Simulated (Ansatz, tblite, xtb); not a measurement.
Potential energy surface of BF4 (anion, charge -1), singlet: flattening of a tetrahedron along the D2d path, bond length relaxed. Scanned: the two opposite F-B-F angles (109.47 = tetrahedral, 180 = square planar). Other coordinates (B-F bond length) were minimised at B3LYP/def2-TZVP.

Levels of theory: GFN1-xTB (xtb); GFN2-xTB, 300 K electronic temperature (tblite); RKS-PBE/def2-TZVP = restricted PBE/def2-TZVP (Ansatz, a program for electronic structure).

Energies in mEh, each method relative to its own lowest point.

```json
[
 {"a / °": "90", "GFN1-xTB": "36.4", "GFN2-xTB": "35.6", "RKS-PBE/def2-TZVP": "42.1"},
 {"a / °": "95", "GFN1-xTB": "18.6", "GFN2-xTB": "18.2", "RKS-PBE/def2-TZVP": "___"},
 {"a / °": "100", "GFN1-xTB": "7.4", "GFN2-xTB": "7.3", "RKS-PBE/def2-TZVP": "8.7"},
 {"a / °": "105", "GFN1-xTB": "1.5", "GFN2-xTB": "1.5", "RKS-PBE/def2-TZVP": "___"},
 {"a / °": "109.47", "GFN1-xTB": "0.0", "GFN2-xTB": "0.0", "RKS-PBE/def2-TZVP": "0.0"},
 {"a / °": "115", "GFN1-xTB": "2.0", "GFN2-xTB": "2.0", "RKS-PBE/def2-TZVP": "2.5"},
 {"a / °": "120", "GFN1-xTB": "7.0", "GFN2-xTB": "6.9", "RKS-PBE/def2-TZVP": "8.4"},
 {"a / °": "130", "GFN1-xTB": "23.3", "GFN2-xTB": "23.0", "RKS-PBE/def2-TZVP": "28.3"},
 {"a / °": "140", "GFN1-xTB": "44.9", "GFN2-xTB": "44.7", "RKS-PBE/def2-TZVP": "___"},
 {"a / °": "150", "GFN1-xTB": "68.1", "GFN2-xTB": "68.2", "RKS-PBE/def2-TZVP": "___"},
 {"a / °": "160", "GFN1-xTB": "89.0", "GFN2-xTB": "89.7", "RKS-PBE/def2-TZVP": "108.0"},
 {"a / °": "170", "GFN1-xTB": "103.7", "GFN2-xTB": "105.0", "RKS-PBE/def2-TZVP": "___"},
 {"a / °": "180", "GFN1-xTB": "109.0", "GFN2-xTB": "110.6", "RKS-PBE/def2-TZVP": "131.5"}
]
```

Q: Complete the blanks.

A: 
- 95, RKS-PBE/def2-TZVP: 21.7
- 105, RKS-PBE/def2-TZVP: 1.8
- 140, RKS-PBE/def2-TZVP: 54.8
- 150, RKS-PBE/def2-TZVP: 83.0
- 170, RKS-PBE/def2-TZVP: 125.3
